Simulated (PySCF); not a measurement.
C3H4BClO. Atoms are numbered in the order given.

```xyz
10

B     -0.1343     0.1737     0.0000
C     -0.4144     1.6765     0.0000
C     -0.6105     2.8889     0.0000
H     -0.7858     3.9567     0.0000
Cl     1.5658    -0.3831     0.0000
O     -1.1678    -0.6954     0.0000
C     -1.0760    -2.1131     0.0000
H     -1.5947    -2.5017    -0.8996
H     -1.5947    -2.5017     0.8996
H     -0.0231    -2.4606     0.0000
```

The structure is a stationary point at PBE-D3(BJ)/def2-SVP. This is a generated structure with no PubChem entry under its InChIKey; it may be hypothetical. Other conformers were not sampled.

Level of theory: PBE-D3(BJ)/def2-SVP (PySCF).

Frequencies are harmonic and unscaled.

| mode | ν (cm⁻¹) | IR (km/mol) | moving atoms (share of kinetic energy) |
|---|---|---|---|
| 1 | 57 | 0.1 | H 97 % |
| 2 | 129 | 6.8 | C 37 %, O 29 %, H 24 %, B 9 % |
| 3 | 133 | 2.8 | C 49 %, Cl 20 %, H 16 %, O 9 % |
| 4 | 224 | 5.2 | C 43 %, Cl 35 %, H 17 % |
| 5 | 263 | 0.0 | C 57 %, O 22 %, H 14 % |
| 6 | 409 | 1.4 | C 54 %, O 27 %, H 10 % |
| 7 | 452 | 6.5 | C 61 %, Cl 17 %, O 14 %, H 8 % |
| 8 | 554 | 9.9 | C 33 %, O 28 %, Cl 26 %, B 8 % |
| 9 | 574 | 21.7 | B 73 %, C 18 % |
| 10 | 670 | 33.6 | H 76 %, C 24 % |
| 11 | 718 | 27.4 | H 75 %, C 25 % |
| 12 | 992 | 225.7 | B 44 %, C 25 %, O 22 % |
| 13 | 1054 | 87.5 | B 50 %, C 29 %, O 13 % |
| 14 | 1142 | 0.1 | H 76 %, C 19 % |
| 15 | 1146 | 42.5 | H 67 %, C 20 %, B 8 % |
| 16 | 1348 | 331.5 | H 39 %, B 28 %, O 18 %, C 14 % |
| 17 | 1416 | 4.0 | H 95 % |
| 18 | 1422 | 3.9 | H 97 % |
| 19 | 1456 | 186.0 | H 50 %, B 25 %, O 23 % |
| 20 | 2122 | 82.8 | C 89 %, H 9 % |
| 21 | 2967 | 50.8 | H 98 % |
| 22 | 3065 | 13.7 | H 90 %, C 10 % |
| 23 | 3071 | 8.1 | H 90 %, C 10 % |
| 24 | 3396 | 46.7 | H 86 %, C 14 % |
